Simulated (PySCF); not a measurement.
Calculated NMR parameters of CC(=O)c1cccc(O[SiH3])c1

```yaml
Formula: C8H10O2Si
SMILES: CC(=O)c1cccc(O[SiH3])c1
Point_group_of_the_computed_structure: C1
Degrees_of_unsaturation: 5
Carbon_signals: 8
Proton_signals: 6
```

Mapped SMILES: `[CH3:1][C:2](=[O:3])[c:4]1[cH:5][cH:6][cH:7][c:8]([O:9][SiH3:10])[cH:11]1`. Hydrogens are named by the atom that carries them.

PySCF 2.14 calculation with NMR shieldings at PBE0/pcSseg-1/GIAO and geometry from GFN2-xTB; one conformer, in vacuum, non-relativistic, one averaged value for each set of equivalent atoms.

Chemical shifts δ = σref − σ; ¹H (σ = 31.72 ppm), ¹³C (σ = 186.93 ppm), ²⁹Si (σ = 349.16 ppm) against TMS; H2O for ¹⁷O (σ = 336.08 ppm), all at this level.

| carbon | δC, type | δH (multiplicity) | HMBC from (2–3 bonds) | span of the C tensor (ppm) |
| --- | --- | --- | --- | --- |
| C1 | 29.1, CH3 | 2.65 (s) | – | 47 |
| C2 | 200.7, C | – | H(C11), H(C5), H(C1) | 201 |
| C4 | 142.4, C | – | H(C11), H(C6), H(C5), H(C1) | 202 |
| C5 | 126.8, CH | 7.64 (m) | H(C11), H(C6), H(C7) | 212 |
| C6 | 135.0, CH | 7.66 (m) | H(C5), H(C7) | 232 |
| C7 | 130.7, CH | 7.44 (d) | H(C11), H(C6), H(C5) | 198 |
| C8 | 162.9, C | – | H(C11), H(C6), H(C7), H(Si10) | 184 |
| C11 | 119.4, CH | 7.74 (s) | H(C5), H(C7) | 193 |

Other nuclei:
```csv
atoms,nucleus,environment,δ (ppm),σ (ppm)
H(Si10),¹H,hydrogen on a silicon bonded to O,5.19,26.52
Si10,²⁹Si,"silicon bonded to O, 3 H",-41.6,390.7
O3,¹⁷O,ketone oxygen,648.5,-312.4
O9,¹⁷O,"oxygen bonded to C, Si",95.6,240.5
```

Carbon types of the structure: 3 × C, 4 × CH, 1 × CH3, leaving 3 H on heteroatoms. δC 200.7: ketone carbonyl carbon; the double bond to the heteroatom, with no lone-pair donor beside it, deshields it most. δC 162.9: aromatic carbon bearing oxygen; an ipso carbon deshielded by its heteroatom. δC 142.4: substituted aromatic carbon. δC 135.0, 130.7, 126.8, 119.4: aromatic CH. δH 2.65: hydrogen on a methyl carbon α to a carbonyl; α to C=O.

Shifts are as computed. Against solution values, carbons near 30 ppm lie about +3 ppm off and those near 130 ppm about +5 ppm. Of 1211 compounds with measured shifts, 218 miss one by over three times the rms of a fit or turn the order of signals round; such compounds aren't used in these exercises. Unscaled 17O shifts of doubly bonded oxygen tend to come out too high, by tens of ppm or more. Experimental scales use liquid or dissolved standards, which lie at an offset from isolated H2O (liquid H2O: subtract about 36 ppm). No couplings were computed; multiplicities are counted from neighbouring protons, with m where these are inequivalent, close in shift, in a saturated or five-membered ring or joined by F or P, and br s for small geminal =CH2 splittings.
